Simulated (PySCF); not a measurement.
## Magnetic susceptibility: `C=C[P@@](=O)(C#CC)CC`, C₇H₁₁OP

Geometry:
```tsv
atom	x (Å)	y (Å)	z (Å)
C1	-1.091	2.693	-0.351
C2	-0.666	1.635	0.316
P3	-0.207	0.142	-0.606
O4	-0.279	0.280	-2.064
C5	1.404	-0.238	0.027
C6	2.531	-0.492	0.366
C7	3.871	-0.809	0.799
C8	-1.257	-1.211	0.074
C9	-2.688	-0.998	-0.395
H10	-1.159	2.650	-1.427
H11	-1.379	3.617	0.125
H12	-0.569	1.614	1.392
H13	3.891	-1.799	1.252
H14	4.545	-0.797	-0.058
H15	4.212	-0.075	1.529
H16	-1.185	-1.234	1.162
H17	-0.856	-2.148	-0.321
H18	-3.091	-0.073	0.017
H19	-2.706	-0.920	-1.481
H20	-3.327	-1.825	-0.093
```

Level of theory: GIAO B3LYP/pcSseg-1 magnetisability, rotational g tensor and spin-rotation constants, non-relativistic, gas phase in PySCF 2.14.0. Geometry: GFN2-xTB.

Q: How diamagnetic is it, and how anisotropic?

A: Isotropic -1512 × 10⁻³⁰ J/T², or -91.0 × 10⁻⁶ cm³/mol; principal values -1726, -1431, -1378 × 10⁻³⁰ J/T², anisotropy 325 × 10⁻³⁰ J/T² (root of half the summed squared differences of the principal values). The susceptibility is in cgs units.

Q: Split it along the inertial axes a, b, c into diamagnetic and paramagnetic parts about the centre of mass, with the quadrupole moment.

A: 
| axis | χ (10⁻⁶ cm³/mol) | diamagnetic (10⁻⁶ cm³/mol) | paramagnetic (10⁻⁶ cm³/mol) | summed x² of all electrons (Å²) | quadrupole Θ (D Å) |
| --- | --- | --- | --- | --- | --- |
| a | -102.6 | -754.9 | 652.3 | 320.6 | +13.15 |
| b | -85.7 | -1597.2 | 1511.5 | 122.1 | +0.70 |
| c | -84.9 | -1878.0 | 1793.1 | 55.9 | -13.85 |

Anisotropies 2χaa − χbb − χcc = -34.6 and 2χbb − χaa − χcc = +16.1 × 10⁻⁶ cm³/mol. Θ is traceless in Buckingham's convention.

Q: And the rotational g tensor?

A: 
```
axis  rotational constant (GHz)        g  nuclear part  electronic part
   a                     1.9716  -0.0083        0.5959          -0.6042
   b                     0.8384  -0.0073        0.5880          -0.5953
   c                     0.7079  -0.0036        0.5927          -0.5963
```
Asymmetric top; isotopes 12C, 1H, 16O, 31P; no vibrational averaging.
